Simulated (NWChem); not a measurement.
System: SiH3TeBr; SMILES [SiH3][Te]Br

Output (shortened):

```
             Northwest Computational Chemistry Package (NWChem) 7.3.0
             --------------------------------------------------------

 CS  symmetry detected

                             Geometry "geometry" -> ""
                             -------------------------

 Output coordinates in angstroms (scale by  1.889725989 to convert to a.u.)

  No.       Tag          Charge          X              Y              Z
 ---- ---------------- ---------- -------------- -------------- --------------
    1 Te                  52.0000     0.68429918    -0.63519154     0.00000000
    2 Br                  35.0000    -0.18752865     1.73861375     0.00000000
    3 Si                  14.0000    -1.63272372    -1.59938012     0.00000000
    4 H                    1.0000    -1.42378052    -3.07917040     0.00000000
    5 H                    1.0000    -2.36907100    -1.17551453    -1.22408429
    6 H                    1.0000    -2.36907100    -1.17551453     1.22408429

 Effective nuclear repulsion energy (a.u.)     659.5905205591

      Symmetry information
      --------------------

 Group name             Cs
 Group number              2
 Group order               2
 No. of unique centers     5

                                 NWChem DFT Module
                                 -----------------

 Summary of "ao basis" -> "ao basis" (spherical)
 ------------------------------------------------------------------------------
       Tag                 Description            Shells   Functions and Types
 ---------------- ------------------------------  ------  ---------------------
 Te                        def2-tzvp                16       50   6s5p3d2f
 Br                        def2-tzvp                16       48   6s5p4d1f
 Si                        def2-tzvp                13       37   5s5p2d1f
 H                         def2-tzvp                 4        6   3s1p

      Symmetry analysis of basis
      --------------------------

        a'        101
        a"         52

            General Information
            -------------------
          SCF calculation type: DFT
          Wavefunction type:  closed shell.
          No. of atoms     :     6
          No. of electrons :    76
           Alpha electrons :    38
            Beta electrons :    38
          Charge           :     0
          Spin multiplicity:     1
          Use of symmetry is: on ; symmetry adaption is: on
          Maximum number of iterations: 150
          AO basis - number of functions:   153
                     number of shells:    57
          Convergence on energy requested:  1.00D-06
          Convergence on density requested:  1.00D-05
          Convergence on gradient requested:  5.00D-04

              XC Information
              --------------
                         B3LYP Method XC Potential
                     Hartree-Fock (Exact) Exchange  0.200
                        Slater Exchange Functional  0.800 local
                    Becke 1988 Exchange Functional  0.720 non-local
              Lee-Yang-Parr Correlation Functional  0.810
                  VWN I RPA Correlation Functional  0.190 local

             Grid Information
             ----------------
          Grid used for XC integration:  medium
          Radial quadrature: Mura-Knowles
          Angular quadrature: Lebedev.
          Tag              B.-S. Rad. Rad. Pts. Rad. Cut. Ang. Pts.
          ---              ---------- --------- --------- ---------
          Te                  1.40      123          10.0       590
          Br                  1.15      112          13.0       590
          Si                  1.10       88          11.0       590
          H                   0.35       45          13.0       434
          Grid pruning is: on
          Number of quadrature shells:   413
          Spatial weights used:  Erf1

      Superposition of Atomic Density Guess
      -------------------------------------

 Sum of atomic energies:       -3174.00209219

      Non-variational initial energy
      ------------------------------

 Total energy =   -3130.183739
 1-e energy   =   -5166.505256
 2-e energy   =    1677.939283
 HOMO         =      -0.234799
 LUMO         =      -0.093262

      Symmetry analysis of molecular orbitals - initial
      -------------------------------------------------

  Numbering of irreducible representations:

     1 a'          2 a"

  Orbital symmetries:

     1 a'          2 a'          3 a'          4 a'          5 a'
     6 a"          7 a'          8 a'          9 a'         10 a"
    11 a'         12 a'         13 a'         14 a'         15 a"
    16 a"         17 a'         18 a'         19 a'         20 a'
    21 a"         22 a'         23 a"         24 a'         25 a'
    26 a"         27 a'         28 a"         29 a'         30 a'
    31 a'         32 a'         33 a"         34 a'         35 a'
    36 a"         37 a'         38 a"         39 a'         40 a'
    41 a'         42 a"         43 a'         44 a'         45 a'
    46 a"         47 a'         48 a'

     ---------------------------------------------
      Total Density - Mulliken Population Analysis
     ---------------------------------------------

    Atom       Charge   Shell Charges
 -----------   ------   -------------------------------------------------------
    1 Te  24    23.84   0.28 -0.84  1.56  1.00  1.07  0.81 -0.51  6.46  1.00  2.15  0.77  9.08  0.91  0.09  0.01  0.00
    2 Br  35    35.33   2.00  2.00  1.16  0.78  1.01  1.00  6.00  5.94  1.26  2.85  1.30  8.99  1.02 -0.01  0.04  0.00
    3 Si  14    13.72   2.00  0.59  1.39  0.88  0.48  4.11  1.73  0.49  1.34  0.53  0.07  0.10  0.01
    4 H    1     1.03   0.22  0.54  0.26  0.01
    5 H    1     1.04   0.23  0.54  0.26  0.01
    6 H    1     1.04   0.23  0.54  0.26  0.01

   convergence    iter        energy       DeltaE   RMS-Dens  Diis-err
 ---------------- ----- ----------------- --------- --------- ---------
 d= 0,ls=0.0,diis     1  -3133.6116203070 -3.49D+03  7.37D-03  9.03D-01
 d= 0,ls=0.0,diis     2  -3133.6251802828 -1.36D-02  4.37D-03  2.87D-01
 d= 0,ls=0.0,diis     3  -3133.6425252742 -1.73D-02  1.99D-03  1.47D-01
 d= 0,ls=0.0,diis     4  -3133.6611651295 -1.86D-02  3.91D-04  4.89D-03
 d= 0,ls=0.0,diis     5  -3133.6617018530 -5.37D-04  8.63D-05  4.78D-04
  Resetting Diis
 d= 0,ls=0.0,diis     6  -3133.6617416552 -3.98D-05  1.52D-05  1.31D-05
 d= 0,ls=0.0,diis     7  -3133.6617428007 -1.15D-06  1.04D-05  8.18D-07
 d= 0,ls=0.0,diis     8  -3133.6617426636  1.37D-07  6.90D-06  1.74D-06

         Total DFT energy =    -3133.661742663592
      One electron energy =    -5167.755904321662
           Coulomb energy =     1809.984130192795
    Exchange-Corr. energy =     -134.272202432186
 Nuclear repulsion energy =      358.382233897461

 Numeric. integr. density =       76.000005566215

                  Occupations of the irreducible representations
                  ----------------------------------------------

                     irrep           alpha         beta
                     --------     --------     --------
                     a'               27.0         27.0
                     a"               11.0         11.0

                       DFT Final Molecular Orbital Analysis
                       ------------------------------------

 Vector   36  Occ=2.000000D+00  E=-3.168669D-01  Symmetry=a"
              MO Center= -1.3D-01,  1.2D+00, -1.5D-15, r^2= 2.7D+00
   Bfn.  Coefficient  Atom+Function         Bfn.  Coefficient  Atom+Function
  ----- ------------  ---------------      ----- ------------  ---------------
    68      0.457825  2 Br pz                62     -0.320348  2 Br pz
    65      0.292817  2 Br pz                71      0.273685  2 Br pz
    18      0.192043  1 Te pz                12     -0.162115  1 Te pz
    15      0.133444  1 Te pz                59      0.097661  2 Br pz
    21      0.075882  1 Te pz               143      0.052153  5 H  s

 Vector   37  Occ=2.000000D+00  E=-2.849156D-01  Symmetry=a'
              MO Center= -1.3D-01,  5.9D-01,  3.9D-18, r^2= 4.4D+00
   Bfn.  Coefficient  Atom+Function         Bfn.  Coefficient  Atom+Function
  ----- ------------  ---------------      ----- ------------  ---------------
    66      0.391688  2 Br px                60     -0.275954  2 Br px
    69      0.269035  2 Br px                63      0.256230  2 Br px
    16     -0.239216  1 Te px                10      0.219143  1 Te px
    13     -0.188926  1 Te px               113      0.170971  3 Si px
     6     -0.142519  1 Te s                 67      0.116049  2 Br py

 Vector   38  Occ=2.000000D+00  E=-2.325993D-01  Symmetry=a"
              MO Center=  3.9D-01, -2.9D-01,  6.1D-16, r^2= 3.6D+00
   Bfn.  Coefficient  Atom+Function         Bfn.  Coefficient  Atom+Function
  ----- ------------  ---------------      ----- ------------  ---------------
    18      0.484604  1 Te pz                12     -0.394887  1 Te pz
    15      0.336381  1 Te pz                21      0.265308  1 Te pz
    68     -0.229349  2 Br pz                71     -0.193303  2 Br pz
    62      0.166149  2 Br pz                65     -0.159650  2 Br pz
   144      0.073624  5 H  s                150     -0.073624  6 H  s

 Vector   39  Occ=0.000000D+00  E=-1.117003D-01  Symmetry=a'
              MO Center=  3.4D-01, -2.8D-02, -1.5D-15, r^2= 4.7D+00
   Bfn.  Coefficient  Atom+Function         Bfn.  Coefficient  Atom+Function
  ----- ------------  ---------------      ----- ------------  ---------------
    17      0.412267  1 Te py                20      0.400454  1 Te py
    11     -0.334062  1 Te py                70      0.335006  2 Br py
    14      0.296753  1 Te py                67      0.292130  2 Br py
    56     -0.262495  2 Br s                 61     -0.208482  2 Br py
    64      0.205586  2 Br py                 5      0.203703  1 Te s

[...]
```

Level: B3LYP/def2-TZVP with def2 effective core potentials on Te. Coordinates come from a PBE0/def2-SVP optimisation. def2 effective core potentials on Te; no spin-orbit coupling.

Question: Write an input that gives this output.

Answer: This is not unique; one that fits is the input that was run:
```
start job
memory heap 200 mb stack 900 mb global 1100 mb
geometry units angstroms noautoz
  Te     0.709115    -0.605517    -0.019807
  Br    -0.248497     1.734523     0.027388
  Si    -1.571052    -1.653783    -0.004590
  H     -1.308398    -3.124753    -0.031017
  H     -2.339006    -1.238152    -1.211956
  H     -2.305538    -1.276275     1.235688
end
basis spherical
  * library def2-tzvp
end
ecp
  Te library def2-ecp
end
dft
  xc b3lyp
  iterations 150
  mulliken
end
task dft energy
```
